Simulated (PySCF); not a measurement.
**Dipole response of I (iodine, neutral)**

[Kr] 4d10 5s2 5p5, 2P determinant. Calculation: PySCF 2.14, in aug-cc-pVQZ-DK3 (9s8p6d3f2g, 102 functions); the spin-free X2C one-electron Hamiltonian (Gaussian nucleus). Coupled (time-dependent) response in atomic units; α is the mean over directions.

```json
{"method": "UHF", "mean α (bohr³)": "31.87", "α xx, yy, zz": "29.53, 33.04, 33.04", "C₆ (like pair)": "341.9", "S(−4)": "197.9"}
{"method": "PBE", "mean α (bohr³)": "34.51", "α xx, yy, zz": "31.46, 36.03, 36.03", "C₆ (like pair)": "374.4", "S(−4)": "256.0"}
{"method": "PBE0", "mean α (bohr³)": "33.12", "α xx, yy, zz": "30.40, 34.49, 34.49", "C₆ (like pair)": "356.9", "S(−4)": "224.8"}
```

S(−4) is the Cauchy moment in α(ω) = α(0) + S(−4) ω² + …

Reference α: 32.9 ± 1.3 bohr³ (recommended; Schwerdtfeger and Nagle, table of static dipole polarizabilities (2023 update)). Published C₆: 385.0 (Chu and Dalgarno (2004); Tang, Norbeck and Certain (1976)).

Spin-orbit coupling is absent.

α(iu) at PBE:

```tsv
u (hartree)	α(iu) (bohr³)
0	34.51
0.0500	33.89
0.100	32.19
0.200	27.13
0.300	21.94
0.500	14.26
0.750	8.922
1.00	6.075
1.50	3.394
2.00	2.219
3.00	1.208
5.00	0.5380
```

A single London oscillator, α(iu) = α/(1 + u²/ω²), gives C₆ = (3/4) ω α². Matching the computed C₆ needs ω = 4 × 374.4 / (3 × 34.51²) = 0.419 hartree.

The components differ because the open shell of this determinant is not spherical; for a pure term their mean is the scalar polarisability.
